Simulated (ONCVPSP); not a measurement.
**Transferability test, ONCV potential for scandium (Sc)**

```
Element                 : Sc
Generator               : ONCVPSP 4.0.1
Type                    : optimised norm-conserving Vanderbilt (ONCV)
Functional              : PBEsol
Relativity              : scalar-relativistic
Frozen core             : [Ne]
Valence charge          : 11
Reference configuration : 3s2 3p6 3d1 4s1 (charge +1)
Partial waves           : 3s+4s: rc 1.75 bohr, ncon 4, nbas 9, qcut 5.9 1/bohr, 2 projectors; 3p: rc 1.10 bohr, ncon 3, nbas 7, qcut 7.6 1/bohr, 2 projectors, debl 3.4 Ha; 3d: rc 1.65 bohr, ncon 3, nbas 8, qcut 8.1 1/bohr, 2 projectors, debl 3.4 Ha
Local potential         : polynomial inside 0.80 bohr (lpopt 5, dvloc0 6 Ha)
Core correction         : polynomial model core, fcfact 0.45
```

Energies are relative to the spin-unpolarised reference configuration 3s2 3p6 3d1 4s1; without spin polarisation the order of configurations can differ from experiment.

```json
{"valence configuration": "3s2 3p6 3d1 4s2", "charge": "0", "ΔE all-electron (eV)": "-6.904", "error AE − PS (meV)": "+0.2"}
{"valence configuration": "3s2 3p6 3d0 4s0", "charge": "+3", "ΔE all-electron (eV)": "37.469", "error AE − PS (meV)": "+60"}
{"valence configuration": "3s2 3p6 3d0 4s2", "charge": "+1", "ΔE all-electron (eV)": "1.493", "error AE − PS (meV)": "+47"}
```

Q: What are ΔE and the potential's error for 3s2 3p6 3d1 4s0?

A: ΔE = 12.651 eV all-electron; the error (AE − PS) is -1.7 meV.

Levels in the configuration 3s2 3p6 3d0 4s0:

```tsv
level	all-electron (eV)	pseudo (eV)
3s	-86.256	-86.192
3p	-64.511	-64.395
```
